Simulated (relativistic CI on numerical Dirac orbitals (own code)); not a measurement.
**Hyperfine structure of Ba²¹⁺, mass number 135**

Computed by Dirac-Coulomb-Breit CI, separate exchange-only KLI orbitals for each configuration, model QED (radiative potential, 1s self-energy scaled to tabulated hydrogen-like ionisation energies), unscaled Slater integrals (own radial code, finite nucleus).

CI space (outside the closed core [Ar] 3d10): 4s²4p⁵, 4s4p⁶, 4s²4p⁴4d, 4s4p⁵4d, 4s²4p⁴4f, 4s4p⁵4f, 4p⁶4d, 4s4p⁴4d², 4s²4p³4d4f, 4p⁶4f, 4s²4p⁴5s, 4p⁵4d², 4p⁴4d³, 4p⁴4d²4f, 4p⁴4d²5s. Double excitations out of closed p, d and f shells are left out; levels of such configurations are missing from the list, as are those of other unlisted configurations, and high levels can miss mixing partners.

Nuclear spin I = 3/2, μ = 0.8381 μN, Q = 0.153 b (tables of Stone and Pyykkö). The electronic factors are computed for point nuclear moments, without core polarisation or the Bohr-Weisskopf and QED corrections.

| Level | E (eV) | A (GHz) | B (GHz) |
| --- | --- | --- | --- |
| 4s²4p⁵ ²P°3/2 | 0.0000 | 9.382 | -4.88 |
| 4s²4p⁵ ²P°1/2 | 19.3697 | 61.59 |  |
| 4s4p⁶ ²S1/2 | 72.1156 | 163.8 |  |
| 4s²4p⁴4d ⁴D5/2 | 85.8014 | 6.507 | -0.483 |
| 4s²4p⁴4d ²F7/2 | 90.6672 | 5.734 | 0.1 |
| 4s²4p⁴4d ⁴F9/2 | 91.0923 | 5.056 | 2.38 |
| 4s²4p⁴4d ²D3/2 | 93.2604 | 4.13 | 1.76 |
| 4s²4p⁴4d ⁴P1/2 | 95.7896 | 14.26 |  |

Levels with J = 0, under 50 % of one LS term, or S terms without an open s electron are left out. Small factors come from cancelling terms and can be off by tens of per cent or more.

At this charge energies of transitions that change n are usually good to better than 1 %, and those within a shell (Δn = 0) to a few per cent.

Q: Give the hyperfine levels of 4s²4p⁵ ²P°1/2 relative to its centre of gravity.

A: With K = F(F + 1) − I(I + 1) − J(J + 1), E = AK/2: F = 1: -76.98, F = 2: 46.19 GHz.

LS names give the leading component of a level, which can be under half, so a name can repeat, a term be missing and a line seem to break the LS rules.
